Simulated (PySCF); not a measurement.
Harmonic spectrum computed at PBE in the def2-TZVP basis family (core potentials from Rb on, PySCF, no spin–orbit coupling):

| symmetry | ω (cm⁻¹) | IR (km/mol) |
| --- | --- | --- |
| a1 | 306 | 6.0 |
| b2 | 845 | 276 |
| a1 | 910 | 36.5 |

Question: Which molecule gave it? In each, all ligands are bound to the one heavy central atom.
A. CO₂ (singlet)
B. ZrO₂ (singlet)
C. CaO₂ (triplet)
D. SeO₂ (singlet)
E. TiO₂ (singlet)

Answer: B. It has C2v symmetry with Zr–O 1.782 Å (×2).
